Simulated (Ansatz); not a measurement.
CH5NSSi (`C=N[SiH2]S`), charge 0, multiplicity 1.

Give a relaxed structure at PBE0-D4/def2-TZVP (the Gaussian-basis code of Ansatz). (An estimate is asked.)

Computed: 
Z-matrix (Å, degrees):
```
Si
N 1 1.739
S 1 2.128 2 110.0
H 1 1.481 2 106.5 3 -121.0
H 1 1.491 2 113.3 3 116.7
C 2 1.258 1 124.2 3 -115.9
H 3 1.344 1 94.1 2 -61.0
H 6 1.102 2 124.3 1 -0.2
H 6 1.096 2 120.3 1 179.7
```
This is one stationary point; other conformers may exist.
